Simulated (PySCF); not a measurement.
H3BOS (SMILES OBS), singlet, geometry from GFN2-xTB. Base run: PySCF with PBE0/6-31+G*.

Here is a job for PySCF.
```python
from pyscf import gto, scf, dft, solvent

mol = gto.M(
    atom='''
B    -0.50925709    0.20412371   -0.61526094
H    -1.25522314   -0.26241408   -1.38164238
O    -0.32606275    1.51631569   -0.63802988
H     0.28104137    1.92771857   -0.01989709
S     0.31777304   -0.92421771    0.52429392
H     1.04460049   -0.02896512    1.19338047
''',
    basis='6-31+g*',
    verbose=3,
)

mf = dft.RKS(mol)
mf.xc = 'pbe0'
mf.kernel()
```

Variants of this job, named by their change:

```tsv
change	ΔE vs base (kJ/mol)	dipole (D)	HOMO-LUMO gap (eV)
base	0.00	2.33	7.59
model = ddCOSMO; solvent = 2-propanol	-19.68	2.89	7.93
model = IEF-PCM; solvent = 2-propanol; vdw_scale = 1.4	___	___	7.91
model = IEF-PCM; solvent = dimethylsulfoxide	-29.0	3.10	7.91
model = IEF-PCM; solvent = 2-propanol; vdw_scale = 1.0	-45.5	3.33	7.91
model = IEF-PCM; solvent = 2-propanol; vdw_scale = 1.1	-35.3	3.18	7.92
model = IEF-PCM; solvent = dichloromethane	___	___	7.92
model = SS(V)PE; solvent = 2-propanol	-26.9	3.03	7.92
model = IEF-PCM; solvent = 2-propanol; lebedev_order = 41	-27.5	3.05	7.92
model = C-PCM; solvent = 2-propanol	-28.4	3.08	7.91
model = IEF-PCM; solvent = 2-propanol; r_probe = 0.5	-11.68	2.72	7.89
model = IEF-PCM; solvent = toluene	___	___	___
```

**Question.** Some entries are withheld; supply them.

**Answer.** 
- model = IEF-PCM; solvent = 2-propanol; vdw_scale = 1.4, ΔE vs base (kJ/mol): -16.88
- model = IEF-PCM; solvent = 2-propanol; vdw_scale = 1.4, dipole (D): 2.84
- model = IEF-PCM; solvent = dichloromethane, ΔE vs base (kJ/mol): -24.36
- model = IEF-PCM; solvent = dichloromethane, dipole (D): 2.97
- model = IEF-PCM; solvent = toluene, ΔE vs base (kJ/mol): -12.71
- model = IEF-PCM; solvent = toluene, dipole (D): 2.65
- model = IEF-PCM; solvent = toluene, HOMO-LUMO gap (eV): 7.80

The base is the gas phase, so ΔE is the electrostatic part of solvation at a fixed geometry, without cavity and dispersion terms.
